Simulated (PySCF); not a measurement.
Breaking a bond: HF (cation, charge +1), doublet.

Levels: UCCSD = PySCF with CCSD on UHF/cc-pVTZ, 1 core orbital frozen; UMP2 = PySCF with MP2 on UHF/cc-pVTZ, 1 core orbital frozen; UKS-CAM-B3LYP = unrestricted CAM-B3LYP/cc-pVTZ run with PySCF; ROKS-CAM-B3LYP = restricted open-shell CAM-B3LYP/cc-pVTZ (PySCF 2.14.0); UHF/cc-pVTZ (PySCF).

Energies are in kcal/mol, each relative to the lowest point of its own curve near equilibrium.

```
R / Å  UCCSD  UMP2  UKS-CAM-B3LYP  ROKS-CAM-B3LYP   UHF
-----  -----  ----  -------------  --------------  ----
0.76    44.6  44.7           47.4            47.3  40.3
0.80    27.4  27.6           29.9            29.8  24.0
0.86    11.3  11.4           13.0            13.0   [?]
0.90     5.1   5.2            6.4             6.4   [?]
0.96     0.7   0.7            1.2             1.2   [?]
0.98     0.1   0.1            0.5             0.5   0.0
1.01     0.0   0.0            0.0             0.0   [?]
1.04     0.6   [?]            0.2             0.2   1.3
1.08     2.1   2.1            1.3             1.4   [?]
1.10     3.2   3.1            2.2             2.2   4.7
1.18     8.7   8.6            6.8             6.9  11.0
1.26    15.4  15.2           12.7            12.8  18.2
1.37    25.1  24.8           21.3            21.4  28.2
1.52    37.8  37.3           32.7            32.9  40.7
1.65    47.5  46.9           41.5            41.8  49.9
1.83    58.6  57.7           51.6            52.0  59.9
2.01    66.9  65.9           59.4            59.9  67.1
2.20    73.1  72.1           65.6            66.1  72.2
2.49    78.9  78.0           72.1            72.7  76.8
2.71    81.3  80.4           75.3            75.8  78.7
3.03    83.3  82.4           78.3            78.7  80.2
3.50    84.5  83.6           80.5            80.7  81.2
4.01    85.0  84.2           81.4            81.5  81.7
```

Q: What belongs in the gaps?

A: 
- 0.86, UHF: 9.1
- 0.90, UHF: 3.6
- 0.96, UHF: 0.2
- 1.01, UHF: 0.3
- 1.04, UMP2: 0.5
- 1.08, UHF: 3.4
